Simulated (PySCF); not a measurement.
Structure problem from calculated spectra and properties.

Elements present: Br, C and H. Monoisotopic mass: 233.8680 u.

* Couplings: largest of the computed one-bond spin–spin couplings (means over like bonds): 13C–1H +175.8 (×4), 13C–13C +69.6 (×4), 13C–13C +61.4 (×2) Hz [B3LYP/pcJ-1 (pcSseg-1 on Br), spin–dipole term left out]
* Rotational structure: rotational constants A, B, C: 5.665, 0.287, 0.273 GHz [PBE0-D3(BJ)/def2-SVP]
* UV, first state: lowest singlet excitation: 4.80 eV (258 nm, f = 0.006) [TDDFT B3LYP/def2-SVPD]
* NMR, other nuclei: isotropic shieldings of nuclei other than C and H, by class: 2008 (2 Br) ppm [GIAO CAM-B3LYP/pcSseg-1]
* Triplet: lowest triplet excitation (Tamm–Dancoff): 3.79 eV [TDA B3LYP/def2-SVPD]
* XPS: C1s 290.8 (×4), C1s 291.6 (×2) eV [ΔSCF SCAN, pcX-2 on the ionised atom, pcseg-1 elsewhere, spin-free X2C]
* 13C NMR: chemical shifts (computed TMS as zero) by class: 145.0 (2 C), 142.5 (4 C) ppm [GIAO CAM-B3LYP/pcSseg-1]
* 1H NMR: chemical shifts (computed TMS as zero) by class: 7.43 (4 H) ppm [GIAO CAM-B3LYP/pcSseg-1]

The electronic properties come from PySCF, for the isolated species, density fitting. Levels stand in brackets. Isolated species at its PBE0-D3(BJ)/def2-SVP geometry, gas phase. The calculation (core ionisation apart) is non-relativistic and has no spin–orbit coupling, an omission that weighs most on bromine. NMR classes are plain means over equivalent atoms (diastereotopic ones count apart unless rotation or inversion swaps them), as if these changed places fast.

Question: Which formula fits the mass and the elements?

Answer: C6H4Br2 (calculated 233.8680). No other formula that holds each of these elements comes within 0.0003 u with a fitting electron parity and a possible valence count.

Question: What is the compound? Reason from the data.

Answer: Numbering: `[Br:1][c:2]1[cH:3][cH:4][c:5]([Br:6])[cH:7][cH:8]1`. Its formula, C6H4Br2, gives 4 degrees of unsaturation: 1 ring and 3 π bonds in the structure found (Kekulé form). 6 carbons fall into 2 classes; from least to most shielded: aromatic C–Br carbon [C2/C5] (145.0 ppm, 2 C), aromatic CH carbon [C3/C4/C7/C8] (142.5 ppm, 4 C). All hydrogens form one class (7.43 ppm): aromatic hydrogen. The other shieldings belong to: 2008 ppm, aryl bromine [Br1/Br6]. The couplings run between: +175.8 Hz, aromatic CH carbon [C3] and its hydrogen (with 3 like pairs); +69.6 Hz, aromatic C–Br carbon [C2] and aromatic CH carbon [C3] (with 3 like pairs); +61.4 Hz, aromatic CH carbon [C3] and aromatic CH carbon [C4] (with 1 like pair). The core levels belong to: C1s 290.8 eV, aromatic CH carbon [C3/C4/C7/C8]; C1s 291.6 eV, aromatic C–Br carbon [C2/C5]. No core level of Br was computed. The hole state at 291.6 eV has ⟨S²⟩ = 0.85 against 0.75, so that value is less sure. The hole state at 290.8 eV has ⟨S²⟩ = 0.82 against 0.75, so that value is less sure. The optimised geometry has point group D2h and is an asymmetric top. Structure: 1,4-dibromobenzene (`Brc1ccc(Br)cc1`). The assignments are read from this structure; whether some other isomer fits the data as well wasn't checked. NMR values of atoms bound to Br lack the spin–orbit term that these neighbours bring.
